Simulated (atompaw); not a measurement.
## Before and after: PAW (atompaw) potential for iridium (Ir)

* Element: iridium
* Generator: atompaw 4.2.0.5
* Type: PAW
* Functional: PBE
* Relativity: scalar-relativistic
* Frozen core: [Kr] 4d10 4f14
* Valence charge: 17
* Reference configuration: 5s2 5p6 5d8 6s1 6p0
* Partial waves: 5s (bound): rc 1.35 bohr; 6s (bound): rc 1.80 bohr; 5p (bound): rc 1.80 bohr; 6p (bound, empty): rc 2.40 bohr; 5d (bound): rc 2.40 bohr; 5d channel at 2 Ry: rc 2.40 bohr; 5f channel at 0.2 Ry: rc 2.40 bohr; 5f channel at 1.7 Ry: rc 1.80 bohr
* Local potential: vpsmatchnc scheme with l = 4 at -0.5 Ry, radius 1.75 bohr
* Core correction: smooth core density matched at 2.30 bohr
* Augmentation charge: gaussian compensation charge, radius 1.85 bohr; PAW radius 2.40 bohr; waves and projectors: custom polynom2 7 10 vanderbiltortho

All-electron outer shells of the reference configuration (PBE, scalar-relativistic, ld1.x):

```csv
shell,level (eV),outermost node (bohr),outermost maximum (bohr)
4d,-288.33,0.21,0.42
5s,-95.43,0.50,0.89
4f,-59.54,–,0.39
5p,-52.30,0.54,1.01
6s,-5.55,1.17,2.44
5d,-5.42,0.59,1.31
6p,-0.91,1.40,3.74
```

Change: all radii scaled by about 1.28 (s 1.72, p 2.30, d 3.08, f 3.08 bohr); local potential vpsmatchnc scheme with l = 4 at -0.5 Ry, radius 2.24 bohr; augmentation gaussian compensation charge, radius 2.36 bohr; PAW radius 3.08 bohr; waves and projectors: custom polynom2 7 10 vanderbiltortho; core correction smooth core density matched at 2.94 bohr.

Cutoffs: the cutoffs (Ry, on a coarse ladder) from which the occupation-weighted sum of valence levels, in a spherical-Bessel basis at the reference potential, stays within 10 and 1 mRy of its value at 400 Ry; they do not see the model core or the augmentation charge, which bear on the density cutoff.

**Question.** What does the change do?

**Answer.** The potential gets softer (35 Ry and 100 Ry → 21 Ry and 50 Ry); neither file shows a bound ghost. A larger radius leaves more room for a smooth pseudo-wave, so fewer plane waves are needed.

| quantity | base | changed |
| --- | --- | --- |
| cutoff, loose | 35 Ry | 21 Ry |
| cutoff, tight | 100 Ry | 50 Ry |
| loose cutoff by channel (10 mRy a level) | s 18 Ry, p 21 Ry, d 18 Ry | s 18 Ry, p 10 Ry, d 10 Ry |
| bound ghosts | none | none |
| lowest overlap eigenvalue by channel | s 0.66, p 0.52, d 0.88, f 0.26 | s 0.39, p 0.63, d 0.97, f 0.65 |

 The cutoffs see the waves, projectors and local potential, not the compensation charge or the core.
